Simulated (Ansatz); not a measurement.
GeH₁₀OSi₃ (`[OH][Ge]([SiH3])([SiH3])[SiH3]`) at its PBE0-D4/def2-TZVP geometry, where that method's forces vanish. Total charge 0; spin multiplicity 1.

```
atom    x (Å)    y (Å)    z (Å)
  O1  -0.2750  -1.6937   1.3893
 Ge2  -0.0482  -0.2873   0.2783
 Si3   1.9452  -0.6186  -1.0055
 Si4   0.1360   1.5810   1.7458
 Si5  -1.9543  -0.1118  -1.1597
  H6  -0.3626  -2.5206   0.9093
  H7   3.1412  -0.6601  -0.1233
  H8   2.0993   0.4920  -1.9836
  H9   1.8555  -1.9035  -1.7523
 H10  -1.1023   1.7316   2.5531
 H11   0.3280   2.8026   0.9181
 H12   1.3042   1.4189   2.6496
 H13  -3.1853   0.1656  -0.3737
 H14  -1.7418   0.9894  -2.1376
 H15  -2.1398  -1.3855  -1.9079
```

**Question.** For each bond, give half the difference of the two atoms' forces along it (eV/Å; positive pushes the atoms apart) under PBE-D4, r2SCAN-D4, B3LYP-D4, ωB97M-V in def2-TZVPP. (Estimate.)

**Answer.** Ansatz gave: 
| bond | length (Å) | PBE-D4 | r2SCAN-D4 | B3LYP-D4 | ωB97M-V |
| --- | --- | --- | --- | --- | --- |
| O1–Ge2 | 1.807 | 0.40 | 0.12 | 0.28 | 0.15 |
| O1–H6 | 0.960 | 0.39 | 0.05 | -0.04 | -0.07 |
| Ge2–Si3 | 2.394 | -0.10 | -0.03 | 0.05 | 0.01 |
| Ge2–Si4 | 2.383 | -0.06 | -0.01 | 0.05 | 0.00 |
| Ge2–Si5 | 2.394 | -0.10 | -0.03 | 0.05 | 0.01 |
| Si3–H7 | 1.487 | 0.09 | -0.01 | -0.08 | -0.10 |
| Si3–H8 | 1.488 | 0.08 | -0.01 | -0.07 | -0.09 |
| Si3–H9 | 1.489 | 0.09 | -0.01 | -0.08 | -0.10 |
| Si4–H10 | 1.486 | 0.08 | -0.01 | -0.08 | -0.10 |
| Si4–H11 | 1.488 | 0.09 | -0.01 | -0.06 | -0.08 |
| Si4–H12 | 1.486 | 0.08 | -0.01 | -0.08 | -0.10 |
| Si5–H13 | 1.487 | 0.09 | -0.01 | -0.08 | -0.10 |
| Si5–H14 | 1.488 | 0.08 | -0.01 | -0.07 | -0.09 |
| Si5–H15 | 1.489 | 0.09 | -0.01 | -0.08 | -0.10 |

B3LYP here is the variant with VWN-RPA as its local correlation; programs differ in this.
